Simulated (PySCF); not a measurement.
Species: C6H15PSi.
Structure used (GFN2-xTB), in Å, numbered top down from 1:
```xyz
23
C6H15PSi angstrom
C     -1.8899   -0.4042    1.6322
Si    -0.9969    0.1363    0.0318
C     -2.0029    1.5041   -0.8453
C     -0.8994   -1.3805   -1.1419
P      0.9178    1.1472    0.7240
C      2.0188   -0.3586    0.9658
C      2.4580   -0.3531   -0.5031
C      1.9363    1.0451   -0.8540
H     -1.3286   -1.1655    2.1652
H     -2.0142    0.4396    2.3035
H     -2.8742   -0.8073    1.4179
H     -2.1295    2.3625   -0.1930
H     -1.5063    1.8496   -1.7470
H     -2.9897    1.1499   -1.1252
H     -0.4129   -1.1296   -2.0802
H     -0.3491   -2.2009   -0.6903
H     -1.8949   -1.7460   -1.3780
H      1.5268   -1.2645    1.3157
H      2.8377   -0.1243    1.6475
H      1.9449   -1.1248   -1.0749
H      3.5324   -0.4781   -0.6483
H      1.3862    1.1306   -1.7895
H      2.7246    1.7994   -0.8466
```

NICS = −σ at a ghost point: NICS(0) at the centroid of the ring atoms, NICS(1) 1 Å to either side along the normal of their mean plane, zz for the tensor component along that normal. Level: GIAO PBE0/pcSseg-1 (PySCF, non-relativistic, gas phase) on the GFN2-xTB geometry, one conformer.

Ring bond lengths (Å), with Mayer bond orders in brackets: P5–C6 1.881 (0.96), C6–C7 1.533 (1.00), C7–C8 1.533 (1.00), C8–P5 1.881 (0.96).

Q: What do the NICS probes read (ppm)?

A: 
```
       ring                                             type  NICS(0)  NICS(1), two faces  NICS(1)zz, two faces  rms pucker (Å)  centre to ring atoms, mean (Å)
P5–C6–C7–C8  4-membered ring with P; formal bonds all single      2.5           1.1 / 0.4             6.7 / 6.5            0.09                            1.20
```

Q: What do they say, and how far can they be read as aromaticity?

A: 
- P5–C6–C7–C8: mean NICS(1)zz 6.6 ppm, deshielded. C6, C7, C8 have four or more neighbours, and the NICS criterion for π rings isn't applied.

Q: What is the mean of the two in-plane components of NICS at the second NICS(1) probe listed for ring P5–C6–C7–C8, 1 Å off the ring?

A: The isotropic value is a third of the trace: (3 × 0.4 − (6.5))/2 = -2.6 ppm.
